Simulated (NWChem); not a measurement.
System: AuH₃O₂; SMILES [OH][Au]<-[OH2]

```xyz
6

Au     0.0093    -0.0458    -0.0009
O     -0.1049    -1.9945     0.0088
H      0.8231    -2.2988    -0.0632
O      0.0280     2.1232    -0.0026
H     -0.3984     2.4432     0.8178
H     -0.5416     2.4454    -0.7299
```
Atoms are numbered in this order, from 1.

Program: NWChem. Geometry: optimised at PBE-D3(BJ)/def2-SVP. def2 effective core potentials on Au; no spin-orbit coupling. LC-ωPBE (HJS hole) with def2-SVP; x = 1 − exp(−ω/0.25 bohr⁻¹) is a scale chosen for this fit.

```
row           x  −ε(HOMO) (eV)
--------  -----  -------------
ω = 0.05  0.181           5.57
ω = 0.15  0.451       withheld
ω = 0.20  0.551           7.43
ω = 0.50  0.865           9.44
ω = 0.60  0.909           9.83
```

Task: Fit a straight line of the last column on the one before it, predict the withheld value, and compare with the run.

Result: 
1. Means of the 4 shown rows: x = 0.6265, y = 8.067. Slope Σ(x − x̄)(y − ȳ)/Σ(x − x̄)² = 1.986/0.3409 = 5.827; intercept 4.417.
2. The shown rows scatter about the line by 0.125 (root mean square); the largest residual is -0.20, at ω = 0.20.
3. At x = 0.451 (ω = 0.15; inside the shown range) the line gives 7.04.
4. The run gives 6.90, -0.14 from the line, 1.1 times the scatter.
